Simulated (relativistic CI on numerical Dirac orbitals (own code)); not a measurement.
## Radial parameters of Os XXX

These numbers are calculated, not measured: Dirac-Coulomb-Breit CI, orbitals from a KLI potential per configuration, QED by a radiative potential, unscaled Slater integrals (own radial code, finite nucleus).

Slater integrals F^k, G^k are unscaled and averaged over j, outside the closed core [Ar] 3d10; ζ comes from projecting the Hamiltonian with its Breit term on Σ l·s of the shell.

- 4s²4p⁶4d¹⁰4f: ζ(4f) = 10120 cm⁻¹; <r>(4f) = 0.416, <r^2>(4f) = 0.1979 (bohr units).
- 4s²4p⁶4d⁹4f²: ζ(4d) = 59147, F^2(4f,4f) = 252180, F^4(4f,4f) = 164530, F^6(4f,4f) = 120370, F^2(4d,4f) = 231460, F^4(4d,4f) = 150850, G^1(4d,4f) = 245940, G^3(4d,4f) = 167060, G^5(4d,4f) = 121990, ζ(4f) = 10023 cm⁻¹; <r>(4d) = 0.4339, <r^2>(4d) = 0.2154, <r>(4f) = 0.4166, <r^2>(4f) = 0.1985 (bohr units).
- 4s²4p⁶4d¹⁰5p: ζ(5p) = 176390 cm⁻¹; <r>(5p) = 0.7838, <r^2>(5p) = 0.6874 (bohr units).

Averages of the first 10 configurations, taken without configuration mixing, which lowers the lowest level and can move excited configurations by several eV; other configurations of the list can lie among them:

```
Configuration  Parity  States  Average energy above the lowest level (eV)
 4s²4p⁶4d¹⁰4f     odd      14                                         3.2
 4s²4p⁶4d⁹4f²    even     910                                       226.1
 4s²4p⁶4d¹⁰5s    even       2                                       169.6
 4s²4p⁶4d¹⁰5p     odd       6                                       238.4
4s²4p⁵4d¹⁰4f²     odd     546                                       454.9
 4s²4p⁶4d¹⁰5d    even      10                                       328.7
 4s4p⁶4d¹⁰4f²    even     182                                       629.3
4s²4p⁶4d⁹4f5s     odd     280                                       390.2
4s²4p⁴4d¹⁰4f³     odd    5460                                       907.1
 4s²4p⁶4d⁹5s²    even      10                                       565.8
```
